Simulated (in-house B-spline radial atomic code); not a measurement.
**PBE hybrid excitations of the rubidium ion Rb⁷⁺**

Method: PBE hybrid with 0.1 exact exchange. Computed with an all-electron radial atomic-structure program (B-spline basis): linear response of the closed shell [Ar] 3d10 4s2 with the functional's adiabatic kernel; scalar-relativistic (spin-free one-electron X2C), finite nucleus, no spin-orbit coupling, no double excitations, S, P, D and F terms only; shells from n = 2 respond. Only terms of natural parity with L up to 3 were computed.

Command:
```bash
python run_td.py task.json out
```
Settings (radii: box in bohr, nucleus in fm):
```
Z                        37
electrons                30
configuration            [Ar] 3d10 4s2
hamiltonian              x2c
method                   pbeh
box_radius               12.81
exact_exchange_fraction  0.1
rms_radius               4.2036
intervals                70
```

Cost of the run: 2.1 s on 1 thread of Arm Neoverse N1 (shared host).

The lowest states, in the order of their Tamm-Dancoff energies; the method's threshold (minus the highest occupied level) is 126.11 eV. Labels give the largest channel, * marks a mixed state, and oscillator strengths are full-response dipole values. Semilocal kernels can invert the small singlet-triplet splittings of Rydberg terms. Energies in eV:

```
     state  full response  Tamm-Dancoff  oscillator strength
4s → 4p 3P         17.424        17.598                    -
4s → 4p 1P         24.048        24.807                 1.51
4s → 4d 3D          47.93         47.99                    -
4s → 4d 1D          50.43         50.46                    -
4s → 5s 3S              ?             ?                    -
4s → 5s 1S          65.82         65.86                    -
4s → 5p 3P          72.11         72.12                    -
4s → 5p 1P          72.71         72.76                0.112
4s → 4f 3F          73.92         73.96                    -
4s → 4f 1F          74.86         74.87                    -
4s → 5d 3D          83.93         83.93                    -
4s → 5d 1D          84.38         84.39                    -
4s → 6s 3S              ?             ?                    -
4s → 6s 1S          90.77         90.78                    -
4s → 6p 3P          93.93         93.93                    -
4s → 6p 1P          94.10         94.11               0.0467
4s → 5f 3F          94.75         94.76                    -
4s → 5f 1F          95.08         95.08                    -
```

Where does 4s → 6s 3S lie?

At 90.40 eV in full response, 90.40 eV in Tamm-Dancoff.

Where does 4s → 5s 3S lie?

At 64.49 eV in full response, 64.50 eV in Tamm-Dancoff.

How large is the singlet-triplet splitting of 4s → 4p (P terms) in Tamm-Dancoff?

7.21 eV, from the unrounded values.

What polarisabilities and dispersion coefficient does the method give?

Dipole 2.141 bohr³, quadrupole 2.031 bohr⁵, C6 3.634 hartree·bohr⁶ for two such species.
